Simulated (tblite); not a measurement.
CH₈F₃P₃Si₂.
Z-matrix (Å and degrees, GFN2-xTB geometry), rows numbered from 1:
```
F 
C   1  1.3466
F   2  1.3421  1  105.86
F   2  1.3398  1  106.09  3   113.11
P   2  1.8692  1  114.87  3  -123.08
Si  5  2.2700  2   94.66  1    43.95
P   5  2.1696  2   92.78  1   -55.72
P   7  2.1642  5   97.74  2   173.72
Si  8  2.2531  7   96.25  5   163.43
H   6  1.4632  5  103.98  2   173.56
H   6  1.4671  5  111.28  2   -66.47
H   6  1.4622  5  104.91  2    54.86
H   7  1.4000  5   93.73  2   -91.65
H   8  1.3908  7   93.20  5  -100.80
H   9  1.4649  8  112.68  7    43.76
H   9  1.4620  8  104.63  7   164.34
H   9  1.4653  8  106.78  7   -77.28
```

Computed values, GFN2-xTB/tblite, gas phase, harmonic and unscaled. This tight-binding method is rough: wavenumbers can miss measured ones by several per cent, in bad cases by 10 to 20. Modes of hydrogen on phosphorus and silicon can be 10 to 20 % off. One conformer, not necessarily the lowest.

Harmonic wavenumbers (cm⁻¹): 27.7, 31.9, 44.4, 54.4, 84.2, 91.8, 97.6, 112.1, 138.9, 146.1, 258.5, 264.0, 415.5, 439.7, 450.7, 463.9, 472.3, 475.0, 483.6, 493.8, 524.7, 537.8, 549.4, 624.7, 678.3, 686.8, 724.5, 733.0, 742.8, 744.4, 758.8, 768.9, 780.8, 870.1, 1024.5, 1047.4, 1076.9, 2227.6, 2232.0, 2238.7, 2243.9, 2264.7, 2273.3, 2277.7, 2283.7.

A = 1341, B = 385.6, C = 332.4 MHz; mass 225.933 u (most abundant isotopes); point group C1, symmetry number 1.

Question: Zero-point energy?

Answer: Half the sum of the wavenumbers: 17981 cm⁻¹ = 215.10 kJ/mol.

Question: What is S at 298.15 K and 1 bar for an ideal gas of classical rigid rotors and harmonic oscillators?

Answer: Translation 176.45, rotation 133.48, vibration 231.96: S = 541.9 J/(mol K).

Question: And Cp and H(298.15 K) − H(0)?

Answer: Cp = 228.37 J/(mol K), of which vibrations give 195.12 (their classical limit is 45 R = 374.2); H(298.15 K) − H(0) = 42.68 kJ/mol without the zero-point energy, 32.76 from vibrations.

Question: Blend soft modes into free rotors: weight 1/[1 + (100 cm⁻¹/ν̃)⁴] for the oscillator and the rest for a rotor with moment μB/(μ + B), μ = h/(8π²ν), B = 10⁻⁴⁴ kg m². What vibrational entropy results?

Answer: 200.64 J/(mol K) in place of 231.96, which changes −T·S at 298.15 K by +9.34 kJ/mol.

Question: Which modes carry the vibrational entropy at 298.15 K?

Answer: 27.7 cm⁻¹: 25.05; 31.9 cm⁻¹: 23.88; 44.4 cm⁻¹: 21.14; 54.4 cm⁻¹: 19.46; 84.2 cm⁻¹: 15.86; 91.8 cm⁻¹: 15.15 J/(mol K); the other 39 give 111.42 together.

Hindered rotation and anharmonicity are outside this model. Other conformers, if any are populated, would add a mixing term that is left out. The structure is chiral; the term R ln 2 for an equal mix with its mirror image is left out.

Hardware: one thread, AMD EPYC 7R43 (x86_64), shared host with 256 logical CPUs at a one-minute load of 148. Cost: 1.5 s of wall time. The figure is for the frequency step alone.
